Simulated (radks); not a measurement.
Coulomb parameter of the 4d shell of the zirconium ion Zr+ in the model configuration [Kr] 4d1 5s1 5p1, as a second difference U = [E(n + 1) + E(n - 1) - 2 E(n)] / (1)^2 with all orbitals relaxed. "Bare": the charge of the atom changes with n. "Screened": the 5p shell takes up the change at fixed total charge, which measures U(4d,4d) + U(5p,5p) - 2 U(4d,5p). Calculated with a radial shooting solver on a logarithmic mesh with Libxc functionals: Dirac Kohn-Sham, LDA (Slater exchange, Perdew-Wang correlation), spin-unpolarised, spherical densities, finite nucleus; open shells are shared between the two j in proportion to 2j + 1; Fermi nuclear charge, rms radius 4.2694 fm. Estimate both.

Answer. U(bare) = 9.409 eV, U(screened by 5p) = 1.936 eV, against the Slater integral F0(4d,4d) = 12.393 eV with frozen orbitals.
